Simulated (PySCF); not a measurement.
**Relaxation of doublet [B4]+**

These are results of PySCF, UPBE0, basis B def2-TZVP (no relativity, density fitting), not measurements. A (50,194) grid was used.

A hand-made square start, of D4h symmetry, held to at least that symmetry:

Coordinates in bohr (charge 1 multiplicity 2):
```
B     1.6063    1.6063    0.0000
B    -1.6063    1.6063    0.0000
B    -1.6063   -1.6063    0.0000
B     1.6063   -1.6063    0.0000
```

(1) What does it relax to?

(2) How much energy is released, and in how many steps?

Results:

(1) It ends at D4h with B–B 1.542 Å (×4), B–B 2.181 Å (×2); B–B–B 45.0° (×8), B–B–B 90.0° (×4). A frequency run shows 1 imaginary mode, down to 178i cm⁻¹, so it is a saddle point.

(2) 105.3 kJ/mol in 4 steps.

The relaxation took 5.2 s on 4 threads of a shared Arm Neoverse V2 host, with 124 basis functions and 5 gradients; the process peaked at 0.7 GiB.
